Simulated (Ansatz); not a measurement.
Frontier orbitals of F2H5NOSi2 (`O[SiH2]N[SiH](F)F`).

Cartesian coordinates in Å:
```
O 1.628 1.456 -1.254
Si 0.139 0.775 -1.156
N 0.101 -0.648 -0.173
Si -0.693 -0.901 1.301
F 0.320 -1.443 2.397
F -1.796 -2.037 1.186
H 2.042 1.759 -0.444
H -0.189 0.444 -2.557
H -0.854 1.693 -0.542
H 0.621 -1.438 -0.536
H -1.319 0.339 1.778
```

The species carries charge 0 and has multiplicity 1. The structure was optimised at the PBE0-D4/def2-TZVP level. It is one conformer, not always the lowest. Basis def2-TZVPP, Ansatz.

Orbital energies of one run (eV). Highest occupied ones, from the top: -10.07, -10.78, -11.39, -12.07, -12.78, -13.09, -13.56, -13.99, -14.13, -14.92, -15.34, -15.63, -16.16, -17.64. Empty: 1.10, 1.53, 2.14, 2.28, 2.82, 3.03.

(1) Which functional gave them?
A. B97M-V
B. BLYP
C. CAM-B3LYP
D. r2SCAN

Answers

(1) C. HOMO energies: CAM-B3LYP -10.07, B97M-V -7.61, BLYP -7.03, r2SCAN -7.50 eV.
